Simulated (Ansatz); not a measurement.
Two isomers of C2H9BSSi: A = `CB(S)C[SiH3]`, B = `CB[SiH2]SC`.

Isolated molecules relaxed with PBE0-D4/def2-TZVP in Ansatz; ΔE leaves out vibrations. CCSD(T)/CBS adds triple-zeta CCSD(T) − MP2 to the extrapolated MP2 energy (def2 sets, frozen cores). DFT in def2-TZVPP. B3LYP here is the variant with VWN-RPA as its local correlation; programs differ in this. One conformer a species, not always the lowest.

(1) Which isomer does CCSD(T)/CBS put lower? Give the gap. (Best estimate.)

(2) Give E(B) − E(A) in kcal/mol with B2PLYP, ωB97M-V, B3LYP, PBE0-D4, MP2/def2-TZVPP, r2SCAN-D4, HF/def2-TZVPP. (An estimate is asked.)

Largest T1 diagnostic: 0.012.

## Answers

(1) Ansatz gave: A, by 30.1 kcal/mol.

(2) Ansatz gave: B2PLYP 30.1, ωB97M-V 30.9, B3LYP 28.6, PBE0-D4 29.3, MP2/def2-TZVPP 32.8, r2SCAN-D4 30.4, HF/def2-TZVPP 27.8. None reverses the order clearly.

In def2-TZVPP, CCSD(T) changes the Hartree–Fock value by +3.6 kcal/mol (the triples alone add +0.5 kcal/mol) and MP2 by +5.1 kcal/mol. The D4 term adds +0.9 kcal/mol with B3LYP and +0.5 kcal/mol with PBE0; it sums over pairs of atoms, weighted by their polarisabilities, and B3LYP, whose exchange is more repulsive, gets the larger term.
